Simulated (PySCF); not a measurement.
C₈H₄N₂, SMILES N#Cc1cccc(C#N)c1 (GFN2-xTB optimised geometry):

```
14

N     -2.699    -2.788    -0.001
C     -2.125    -1.796    -0.001
C     -1.422    -0.567     0.000
C     -2.130     0.637     0.000
C     -1.443     1.838     0.000
C     -0.060     1.853     0.000
C      0.648     0.649     0.000
C      2.064     0.664     0.000
N      3.209     0.677     0.000
C     -0.030    -0.567     0.000
H     -3.209     0.619     0.000
H     -1.990     2.769     0.000
H      0.481     2.788     0.000
H      0.517    -1.498     0.000
```

Calculation: B3LYP/def2-TZVP run with PySCF 2.14.0.

### Question
What are the frontier orbital energies and the dipole moment?

### Answer
HOMO-2 -9.82 eV, HOMO-1 -8.40 eV, HOMO -8.15 eV, LUMO -2.57 eV, LUMO+1 -2.18 eV; dipole moment 4.40 D.

Meta-Löwdin charges at B3LYP/def2-TZVP: N1 -0.21, C2 0.11, C3 -0.02, C4 -0.08, C5 -0.10, C6 -0.08, C7 -0.02, C8 0.11, N9 -0.21, C10 -0.07, H11 0.14, H12 0.14, H13 0.14, H14 0.15.
